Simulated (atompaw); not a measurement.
# Which change was made? (P, PAW (atompaw))

* Element: phosphorus
* Generator: atompaw 4.2.0.5
* Type: PAW
* Functional: PBE
* Relativity: scalar-relativistic
* Frozen core: [Ne]
* Valence charge: 5
* Reference configuration: 3s1.5 3p3.5
* Partial waves: 3s (bound): rc 1.50 bohr; 3s channel at -0.75 Ry: rc 1.50 bohr; 3p (bound): rc 1.50 bohr; 3p channel at 0.45 Ry: rc 1.50 bohr
* Local potential: bessel scheme, radius 1.05 bohr
* Core correction: smooth core density matched at 1.05 bohr
* Augmentation charge: besselshape compensation charge, radius 1.20 bohr; PAW radius 1.50 bohr; waves and projectors: custom rrkj vanderbiltortho

Cutoffs, loose and tight: the cutoffs (Ry, on a coarse ladder) from which the occupation-weighted sum of valence levels, in a spherical-Bessel basis at the reference potential, stays within 10 and 1 mRy of its value at 400 Ry. They see the waves, projectors and local potential, not the compensation charge or the core.

The base gives: outcome: generated; cutoff, loose: 12 Ry; cutoff, tight: 21 Ry; bound ghosts: none.

(1) After one change the result is: outcome: generated; cutoff, loose: 15 Ry; cutoff, tight: 21 Ry; bound ghosts: none. Which change was it?
A. all radii scaled by about 0.81 (s 1.22, p 1.22 bohr); local potential bessel scheme, radius 0.86 bohr; augmentation besselshape compensation charge, radius 0.98 bohr; PAW radius 1.22 bohr; waves and projectors: custom rrkj vanderbiltortho; core correction smooth core density matched at 0.86 bohr
B. all radii scaled by about 1.29 (s 1.94, p 1.94 bohr); local potential bessel scheme, radius 1.36 bohr; augmentation besselshape compensation charge, radius 1.54 bohr; PAW radius 1.94 bohr; waves and projectors: custom rrkj vanderbiltortho; core correction smooth core density matched at 1.36 bohr
C. all radii scaled by about 0.93 (s 1.40, p 1.40 bohr); local potential bessel scheme, radius 0.98 bohr; augmentation besselshape compensation charge, radius 1.12 bohr; PAW radius 1.40 bohr; waves and projectors: custom rrkj vanderbiltortho; core correction smooth core density matched at 0.98 bohr

Results:

(1) B. The others give: all radii scaled by about 0.93 (s 1.40, p 1.40 bohr); local potential bessel scheme, radius 0.98 bohr; augmentation besselshape compensation charge, radius 1.12 bohr; PAW radius 1.40 bohr; waves and projectors: custom rrkj vanderbiltortho; core correction smooth core density matched at 0.98 bohr → outcome: generated; cutoff, loose: 18 Ry; cutoff, tight: 30 Ry; bound ghosts: none | all radii scaled by about 0.81 (s 1.22, p 1.22 bohr); local potential bessel scheme, radius 0.86 bohr; augmentation besselshape compensation charge, radius 0.98 bohr; PAW radius 1.22 bohr; waves and projectors: custom rrkj vanderbiltortho; core correction smooth core density matched at 0.86 bohr → outcome: generated; cutoff, loose: 35 Ry; cutoff, tight: 45 Ry; bound ghosts: s, p.
